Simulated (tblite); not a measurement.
Species: C5H11PSi.
Atom-mapped SMILES: `[CH3:1][Si:2]([CH3:3])([CH3:4])[CH2:5][C:6]#[P:7]` (hydrogens: H8, H9, H10 on C1; H11, H12, H13 on C3; H14, H15, H16 on C4; H17, H18 on C5)

The geometry is computed with GFN2-xTB (gas phase).

**Question.** What internal coordinates does the optimisation give?

**Answer.** 
| bond | length (pm) |
| --- | --- |
| C1–Si2, Si2–C3, Si2–C4 | 190.5 |
| Si2–C5 | 193.7 |
| C5–C6 | 142.9 |
| C6≡P7 | 155.4 |
| C1–H8 and 8 like bonds | 108.6 |
| C5–H17, C5–H18 | 109.3 |

Bonds in one row agree within 1 pm and their mean is given. A selection of angles:
| angle | degrees |
| --- | --- |
| Si2–C1–H8 | 110.8 |
| H8–C1–H9 | 107.7 |
| C1–Si2–C3 | 111.0 |
| C1–Si2–C5 | 108.1 |
| Si2–C5–C6 | 111.1 |
| Si2–C5–H17 | 109.5 |
| C6–C5–H17 | 109.6 |
| H17–C5–H18 | 107.4 |
| C5–C6–P7 | 177.3 |

Dihedral angles: C1–Si2–C5–C6 60° (synclinal).

The 4 C–Si bonds span 1.904 Å (Si2–C3, drawn single) to 1.937 Å (Si2–C5, drawn single), a spread of 0.033 Å. Si2 (four-coordinate silicon) is tetrahedral (angles from 107.3° to 111.1°).

Point group: Cs (every atom within 0.08 Å of its image). Its GFN2-xTB frequencies are all real (lowest 32 cm⁻¹).

Hardware: an Arm Neoverse N1 with one thread, no GPU (shared host). Cost: 0.51 s wall. That covers the optimisation of the geometry.
